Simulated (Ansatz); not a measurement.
Dissociation curve of AsH, triplet.

Computed with: UKS-PBE = unrestricted PBE/def2-TZVP run with Ansatz (a program for electronic structure); FCI = Ansatz with full CI/def2-TZVP, cores with 3d frozen.

Energies relative to the lowest point of each curve near equilibrium, in kcal/mol:

```
R / Å  UKS-PBE
-----  -------
1.21      36.7
1.36       8.6
1.44       2.4
1.62       0.8
1.66       2.0
1.74       5.2
2.08      25.4
2.74      58.0
3.07      63.9
3.79      67.3
4.12      67.7
5.33      68.0
```

**Question.** What does FCI give at the same points?

**Answer.** 1.21: 36.6; 1.36: 8.2; 1.44: 2.2; 1.62: 1.2; 1.66: 2.4; 1.74: 5.9; 2.08: 26.2; 2.74: 54.3; 3.07: 59.3; 3.79: 62.1; 4.12: 62.4; 5.33: 62.5 (kcal/mol).

The unrestricted determinant behind UKS-PBE is spin-contaminated at 2.53 to 6.16 Å (<S²> up to 3.0, against 2.00 for a pure triplet).
